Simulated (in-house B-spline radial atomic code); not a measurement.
**Excitations of Cs⁺ by several methods**

Full response, energies in eV; labels give the largest channel, * marks a mixed state, a dash one above the method's threshold, and an imaginary frequency an unstable closed-shell reference. Computed with a B-spline radial code for spherical atoms: linear response of the closed shell [Kr] 4d10 5s2 5p6 with each method's own kernel (bare exchange for TDHF, static screening on G0W0 levels for BSE, the adiabatic kernel for functionals); scalar-relativistic (spin-free one-electron X2C), finite nucleus, no spin-orbit coupling, no double excitations, S, P, D and F terms only; shells from n = 3 respond. Only terms of natural parity with L up to 3 were computed.

Spin-orbit coupling is strong here, so these LS terms don't match observed levels.

| method | 5p → 6s 3P | 5p → 6s 1P | 5p → 5d 3P | α (bohr³) |
| --- | --- | --- | --- | --- |
| TDHF | ? | ? | ? | ? |
| BSE on G0W0@HF | - | 14.936 | - | 14.69 |
| LDA VWN5 | 13.008 | 13.252 | 13.710 | 16.21 |
| PBE | 12.775 | 13.107 | 13.450 | 16.33 |
| PBE0 | ? | ? | ? | ? |
| B3LYP (VWN-RPA) | 13.007 | 13.295 | 13.634 | 16.16 |
| CAM-B3LYP | 13.147 | 13.446 | 13.709 | 16.04 |
| LC-wPBE | - | 14.016 | - | 15.85 |
| wB97X | 13.717 | 13.861 | 13.910 | 16.18 |
| HSE06 | - | 13.648 | - | 16.08 |
| BHandHLYP | 13.398* | 13.785 | 13.862* | 15.88 |
| BLYP | 12.541 | 12.797 | 13.375 | 16.46 |
| PBEsol | 12.882 | 13.224 | 13.559 | 16.24 |
| BP86 | 12.977 | 13.294 | 13.599 | 16.3 |
| LDA exchange-only | 12.086 | 12.530 | 13.012 | 16.79 |
| B97-1 | 13.394 | 13.573 | 13.834 | 16.09 |
| RPBE | 12.686 | 12.993 | 13.376 | 16.35 |
| OLYP | 12.558 | 12.774 | 13.361 | 16.13 |

Task: What does TDHF give?

Result: 5p → 6s 3P: -; 5p → 6s 1P: 14.375; 5p → 5d 3P: 13.321*; α: 15.73 (eV, bohr³).

Task: What does PBE0 give?

Result: 5p → 6s 3P: -; 5p → 6s 1P: 13.662; 5p → 5d 3P: -; α: 16.01 (eV, bohr³).
